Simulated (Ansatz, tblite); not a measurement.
Clusters of 3 atoms, IV-VI: E(high spin) − E(low spin) (eV) at several levels, gas phase, relaxed structures; Ansatz, xTB through tblite. Each state is relaxed at the level in the geometry column; the other columns are single points. Clusters are the lowest isomers that short searches found in that spin, judged at the geometry's level. Core potentials for Pb, Sn, Te in the def2 sets, no spin–orbit coupling. xTB has no spin-polarisation term. Singlets are spin-restricted. The structures are stationary points that may keep the symmetry of their start. Correlated methods freeze inner cores and use unrestricted references for open shells.

```tsv
species	state	geometry	GFN1-xTB	PBE-D4/def2-TZVP	r2SCAN-D4/def2-TZVP	PBE0-D4/def2-TZVP	RPA@PBE/def2-TZVP	MP2/def2-TZVP
SiSe2	quintet − singlet	PBE-D4/def2-TZVP	6.99	3.66	3.73	3.76	3.76	4.76
GeO2	quintet − singlet	PBE0-D4/def2-TZVP	10.56	5.74	5.28	5.23	5.35	6.68
PbSe2⁺	quartet − doublet	r2SCAN-D4/def2-TZVP	2.95	2.03	1.93	1.97	1.83	2.03
Sn2Te	quintet − singlet	r2SCAN-D4/def2-SVP	4.62	2.77	2.51	2.58	2.63	2.95
Ge2O⁺	quartet − doublet	PBE0-D4/def2-TZVP	3.87	3.87	3.84	4.06	3.91	3.77
Pb2S⁺	quartet − doublet	PBE-D4/def2-TZVP	2.97	2.23	2.11	2.16	2.05	2.53
SnS2	quintet − singlet	r2SCAN-D4/def2-TZVP	6.26	4.27	4.23	4.44	4.11	5.02
SnTe2⁺	quartet − doublet	PBE0-D4/def2-SVP	3.32	2.03	1.98	2.01	1.89	2.31
```
